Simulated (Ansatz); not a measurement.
`BN(CC=C)C(C)(C)C`: the same geometry under several functionals.

```yaml
crystal:
  periodic: [false, false, false]
  atoms:
    - {symbol: B, position_ang: [-0.978192, 0.188008, -1.813848]}
    - {symbol: N, position_ang: [-0.450557, -0.237656, -0.600952]}
    - {symbol: C, position_ang: [0.206335, -1.536291, -0.562152]}
    - {symbol: C, position_ang: [1.627049, -1.561359, -1.037943]}
    - {symbol: C, position_ang: [2.287058, -0.567402, -1.609811]}
    - {symbol: C, position_ang: [-0.530855, 0.483971, 0.690231]}
    - {symbol: C, position_ang: [0.845182, 0.571402, 1.350204]}
    - {symbol: C, position_ang: [-1.502267, -0.252666, 1.615816]}
    - {symbol: C, position_ang: [-1.046909, 1.901066, 0.489111]}
    - {symbol: H, position_ang: [-1.511169, 1.246795, -1.938043]}
    - {symbol: H, position_ang: [-0.881601, -0.556054, -2.748201]}
    - {symbol: H, position_ang: [-0.365843, -2.237260, -1.179186]}
    - {symbol: H, position_ang: [0.169050, -1.948374, 0.450445]}
    - {symbol: H, position_ang: [2.121657, -2.522200, -0.906792]}
    - {symbol: H, position_ang: [1.828368, 0.402183, -1.768096]}
    - {symbol: H, position_ang: [3.310183, -0.693627, -1.942300]}
    - {symbol: H, position_ang: [0.752619, 1.077482, 2.313571]}
    - {symbol: H, position_ang: [1.540090, 1.138228, 0.729129]}
    - {symbol: H, position_ang: [1.284582, -0.410193, 1.533145]}
    - {symbol: H, position_ang: [-1.169006, -1.267241, 1.843557]}
    - {symbol: H, position_ang: [-2.490485, -0.313072, 1.155110]}
    - {symbol: H, position_ang: [-1.595531, 0.280927, 2.564369]}
    - {symbol: H, position_ang: [-1.045529, 2.413894, 1.453129]}
    - {symbol: H, position_ang: [-0.412315, 2.462170, -0.199158]}
    - {symbol: H, position_ang: [-2.064916, 1.913066, 0.099066]}
basis:
  gaussian: {orbitals: def2-TZVPP}
hamiltonian: {xc: {name: CAM-B3LYP}, dispersion: d4}
output: {orbitals: {seedname: orbitals}}
```

```sh
$ ansatz run in.yaml --threads 4 --pin off --events-out ev --progress --plain --max-ram 46080MiB --backend cuda --devices 0, --max-vram 37GiB
```

Output, abridged:

```
Functional definition: CAM-B3LYP
2528 factors; their error is unknown
698 factors; integrals over basis functions are off by at most 1.1e-5 eV
mean field evaluation 1: about -9670.9054 eV, gradient 7.8e1 eV
mean field evaluation 2: about -9670.4627 eV, gradient 7.9e1 eV
mean field evaluation 4: about -9684.5929 eV, gradient 4.0e0 eV
mean field evaluation 8: about -9684.6262 eV, gradient 6.5e-2 eV
mean field evaluation 16: about -9684.5865 eV, gradient 1.9e-4 eV
mean field -9684.58649538 eV, -355.9019892567 hartree, gradient 5.0e-5 eV, S^2 0.000000; 0 other end points of the search recorded, 0 dependent functions left out
reference -9684.58667806 eV, -355.9019959700 hartree; 35, 35 occupied and 468, 468 virtual orbitals, 2528 factors
Total energy: -9685.18115628 eV, -355.9238426417 hartree
```

It took 4.4 s on 4 threads of an AMD EPYC 7R13 on a shared host and a share of an NVIDIA H100 80 GB, with 1.2 GiB of host memory at the peak.

The same input with `hamiltonian: {xc: {name: wB97X-V}}` (abridged; 3.8 s):

```
Functional definition: wB97X-V
mean field evaluation 16: about -9687.6795 eV, gradient 6.0e-4 eV
mean field -9687.67947580 eV, -356.0156541908 hartree, gradient 2.2e-5 eV, S^2 0.000000
Total energy: -9687.67947297 eV, -356.0156540866 hartree
```

With the line `hamiltonian: {xc: {name: B3LYP}, dispersion: d4}` and forces (abridged; 4.9 s):

```
Functional definition: B3LYP
mean field evaluation 16: about -9690.6487 eV, gradient 1.6e-2 eV
mean field -9690.64872441 eV, -356.1247720644 hartree, gradient 5.8e-6 eV, S^2 0.000000
Total energy: -9691.73270890 eV, -356.1646077596 hartree
Atom 0 force    -0.091420     0.053006    -0.181418 eV/Å
Atom 1 force    -0.098372     0.068383    -0.204936 eV/Å
Atom 2 force    -0.053193    -0.348432     0.078728 eV/Å
Atom 3 force     0.148433    -0.112943    -0.020715 eV/Å
Atom 4 force     0.078947     0.104973    -0.063336 eV/Å
Atom 5 force    -0.011732     0.057332     0.068821 eV/Å
Atom 6 force     0.247504     0.017973     0.122100 eV/Å
Atom 7 force    -0.167189    -0.126182     0.164332 eV/Å
Atom 8 force    -0.087012     0.255442    -0.012601 eV/Å
Atom 9 force     0.066468    -0.146559    -0.012886 eV/Å
Atom 10 force    -0.024750     0.101982     0.092291 eV/Å
Atom 11 force     0.034496     0.032487     0.049493 eV/Å
Atom 12 force     0.004334     0.013024    -0.096059 eV/Å
Atom 13 force    -0.033331     0.061325    -0.006974 eV/Å
Atom 14 force     0.068630    -0.079905     0.003874 eV/Å
Atom 15 force    -0.068543     0.023612     0.017159 eV/Å
Atom 16 force     0.025454    -0.029495    -0.053277 eV/Å
Atom 17 force    -0.034644    -0.036957     0.051334 eV/Å
Atom 18 force    -0.020152     0.084803     0.001066 eV/Å
Atom 19 force    -0.036080     0.064637    -0.007877 eV/Å
Atom 20 force     0.049779    -0.005566     0.037349 eV/Å
Atom 21 force    -0.009535    -0.042001    -0.045085 eV/Å
Atom 22 force    -0.008997    -0.010148    -0.064649 eV/Å
Atom 23 force    -0.050224    -0.019065     0.051651 eV/Å
Atom 24 force     0.071130     0.018273     0.031613 eV/Å
Dipole moment:     0.094956    -0.114673     0.397673 e Å
```

The same input with `hamiltonian: {xc: {name: wB97M-V}}` and forces (abridged; 9.5 s):

```
Functional definition: wB97M-V
mean field evaluation 16: about -9685.1486 eV, gradient 3.7e-4 eV
mean field -9685.14864941 eV, -355.9226480363 hartree, gradient 3.9e-5 eV, S^2 0.000000
Total energy: -9685.14871801 eV, -355.9226505575 hartree
Atom 0 force    -0.082368     0.061409    -0.176040 eV/Å
Atom 1 force    -0.051251     0.107713    -0.107719 eV/Å
Atom 2 force    -0.140479    -0.303111     0.100226 eV/Å
Atom 3 force     0.226270    -0.043186    -0.063568 eV/Å
Atom 4 force     0.019193     0.032728    -0.011048 eV/Å
Atom 5 force    -0.015908     0.018720     0.075813 eV/Å
Atom 6 force     0.151430     0.001517     0.067065 eV/Å
Atom 7 force    -0.101793    -0.082532     0.106646 eV/Å
Atom 8 force    -0.065378     0.175429    -0.013315 eV/Å
Atom 9 force     0.061663    -0.122328     0.003317 eV/Å
Atom 10 force    -0.002216     0.072048     0.096141 eV/Å
Atom 11 force     0.051511     0.057749     0.048222 eV/Å
Atom 12 force     0.014902     0.032030    -0.089124 eV/Å
Atom 13 force    -0.026762     0.073117    -0.015284 eV/Å
Atom 14 force     0.024191    -0.061361     0.013797 eV/Å
Atom 15 force    -0.076456     0.002123     0.027551 eV/Å
Atom 16 force     0.002880    -0.027976    -0.056551 eV/Å
Atom 17 force    -0.038949    -0.026420     0.022174 eV/Å
Atom 18 force    -0.024557     0.052358    -0.004197 eV/Å
Atom 19 force    -0.024052     0.069288    -0.008648 eV/Å
Atom 20 force     0.057720     0.007763     0.020160 eV/Å
Atom 21 force     0.007276    -0.026773    -0.057284 eV/Å
Atom 22 force     0.001736    -0.033240    -0.052193 eV/Å
Atom 23 force    -0.032078    -0.034654     0.039843 eV/Å
Atom 24 force     0.063474    -0.002411     0.034016 eV/Å
Dipole moment:     0.095952    -0.112789     0.394501 e Å
```

Changing it to `hamiltonian: {xc: {name: BHLYP}, dispersion: d4}` (abridged; 2.4 s):

```
Functional definition: BHLYP
mean field evaluation 16: about -9684.0658 eV, gradient 1.6e-4 eV
mean field -9684.06579281 eV, -355.8828537904 hartree, gradient 4.2e-5 eV, S^2 0.000000
Total energy: -9684.83016138 eV, -355.9109438169 hartree
```

Changing it to `hamiltonian: {xc: pbe, dispersion: d4}` and forces (abridged; 2.6 s):

```
Functional definition: PBE
mean field evaluation 16: about -9676.3294 eV, gradient 1.7e-3 eV
mean field -9676.32939103 eV, -355.5985462689 hartree, gradient 4.4e-5 eV, S^2 0.000000
Total energy: -9677.01989115 eV, -355.6239216800 hartree
Atom 0 force    -0.107133     0.100982    -0.250455 eV/Å
Atom 1 force    -0.049472     0.013655    -0.067831 eV/Å
Atom 2 force     0.108147    -0.121140     0.004455 eV/Å
Atom 3 force    -0.171788    -0.253556     0.156615 eV/Å
Atom 4 force     0.209719     0.269783    -0.161392 eV/Å
Atom 5 force     0.001688     0.094163     0.111000 eV/Å
Atom 6 force     0.062009     0.002735     0.028883 eV/Å
Atom 7 force    -0.046417    -0.039108     0.031541 eV/Å
Atom 8 force    -0.020235     0.055134    -0.002828 eV/Å
Atom 9 force    -0.051373     0.102283    -0.013515 eV/Å
Atom 10 force     0.008223    -0.075221    -0.086683 eV/Å
Atom 11 force    -0.130317    -0.151455    -0.121235 eV/Å
Atom 12 force    -0.017353    -0.109681     0.219307 eV/Å
Atom 13 force     0.093485    -0.212602     0.034163 eV/Å
Atom 14 force    -0.089385     0.211080    -0.044285 eV/Å
Atom 15 force     0.212824    -0.012542    -0.075793 eV/Å
Atom 16 force    -0.008443     0.096360     0.187629 eV/Å
Atom 17 force     0.143870     0.110207    -0.116455 eV/Å
Atom 18 force     0.095863    -0.189319     0.043720 eV/Å
Atom 19 force     0.060891    -0.206990     0.051498 eV/Å
Atom 20 force    -0.196950    -0.015406    -0.082439 eV/Å
Atom 21 force    -0.021917     0.095641     0.186356 eV/Å
Atom 22 force    -0.003145     0.106710     0.185731 eV/Å
Atom 23 force     0.115848     0.116618    -0.135328 eV/Å
Atom 24 force    -0.198637     0.011669    -0.082661 eV/Å
Dipole moment:     0.102367    -0.121620     0.420430 e Å
```

B3LYP takes the VWN-RPA correlation (the form of Gaussian; ORCA's B3LYP/G).
